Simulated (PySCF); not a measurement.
MoH₂ + F₂ → MoHF + HF

Level: PBE0 in the def2-TZVP basis family, computed in PySCF with density fitting; scalar-relativistic core potentials for atoms from Rb on, none lighter, no spin–orbit coupling; open shells unrestricted.

```tsv
species	state and structure	E (Eh)	ZPE (kJ/mol)	H(298 K) − H(0) (kJ/mol)	S° (J/(mol K))
MoH₂	quintet, C2v, Mo–H 1.706 Å (×2); H–Mo–H 108.1°	-69.28343	25.3	10.4	240.3
F₂	singlet, D∞h, F–F 1.376 Å	-199.40856	6.6	8.7	201.9
MoHF	quintet, Cs, Mo–F 1.868 Å, Mo–H 1.710 Å; F–Mo–H 117.2°	-168.54905	17.9	10.9	271.9
HF	singlet, C∞v, H–F 0.920 Å	-100.39188	24.9	8.7	173.6
```

(1) What is the electronic reaction energy?

(2) Add zero-point, thermal and entropy terms for 298.15 K and 1 bar.

## Answers

(1) At PBE0/def2-TZVP, ΔE = -653.6 kJ/mol from the differences of the total energies times 2625.5, downhill. 

(2) ΔZPE = 10.9 and Δ[H(298) − H(0)] = 0.5 kJ/mol give ΔH° = -642.2 kJ/mol. ΔS° = 3.3 J/(mol K), so ΔG° = -642.2 − 298.15 × (0.0033) = -643 kJ/mol.

Open d or f shells are single determinants, so the state found may not be the ground state. Only the bonding shown was studied: isomers, or loss of a ligand pair, can lie lower.
